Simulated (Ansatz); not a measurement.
Relaxation of BGaH5N (8 atoms, charge 0, multiplicity 1), to a largest force component of 0.015 eV/Å in at most 40 steps.

Computed with RKS PBE-D4/def2-SVP in Ansatz.

```xyz
8
Properties=species:S:1:pos:R:3
B -0.777 0.914 -1.341
Ga -0.288 0.274 0.586
N -1.071 1.075 2.024
H -1.081 0.125 -2.152
H -0.690 2.030 -1.683
H 0.649 -0.880 1.139
H -0.974 0.796 2.994
H -1.708 1.865 1.996
```

Task: Where does it end, and by what steps?

Result: It converged. The force dipped under the threshold on the way, but the program's further checks kept it going. After 13 steps the energy has fallen by 0.106 eV; H5 moved furthest, 0.57 Å.

```json
{"step": "0", "energy less start (eV)": "0.0000", "largest force component (eV/Å)": "1.150", "accepted": "yes"}
{"step": "1", "energy less start (eV)": "-0.0605", "largest force component (eV/Å)": "0.431", "accepted": "yes"}
{"step": "2", "energy less start (eV)": "-0.0819", "largest force component (eV/Å)": "0.241", "accepted": "yes"}
{"step": "3", "energy less start (eV)": "-0.0863", "largest force component (eV/Å)": "0.178", "accepted": "yes"}
{"step": "4", "energy less start (eV)": "-0.0959", "largest force component (eV/Å)": "0.081", "accepted": "yes"}
{"step": "5", "energy less start (eV)": "-0.0917", "largest force component (eV/Å)": "0.350", "accepted": "no"}
{"step": "6", "energy less start (eV)": "-0.0989", "largest force component (eV/Å)": "0.045", "accepted": "yes"}
{"step": "7", "energy less start (eV)": "-0.1014", "largest force component (eV/Å)": "0.137", "accepted": "yes"}
{"step": "8", "energy less start (eV)": "-0.1027", "largest force component (eV/Å)": "0.109", "accepted": "yes"}
{"step": "9", "energy less start (eV)": "-0.1028", "largest force component (eV/Å)": "0.111", "accepted": "yes"}
{"step": "10", "energy less start (eV)": "-0.1038", "largest force component (eV/Å)": "0.030", "accepted": "yes"}
{"step": "11", "energy less start (eV)": "-0.1057", "largest force component (eV/Å)": "0.011", "accepted": "yes"}
{"step": "12", "energy less start (eV)": "-0.1057", "largest force component (eV/Å)": "0.032", "accepted": "no"}
{"step": "13", "energy less start (eV)": "-0.1058", "largest force component (eV/Å)": "0.010", "accepted": "yes"}
```

```xyz
8
Properties=species:S:1:pos:R:3
B -0.736 0.901 -1.332
Ga -0.282 0.348 0.616
N -1.161 1.040 2.066
H -1.526 0.272 -2.016
H -0.193 1.844 -1.882
H 0.832 -0.691 1.054
H -0.953 0.764 3.027
H -1.921 1.720 2.029
```

Whether the end is a true minimum wasn't checked by a vibrational analysis.

Run time: 33 s on 1 thread of Arm Neoverse V1, with other jobs on the host, peak memory 0.12 GiB.
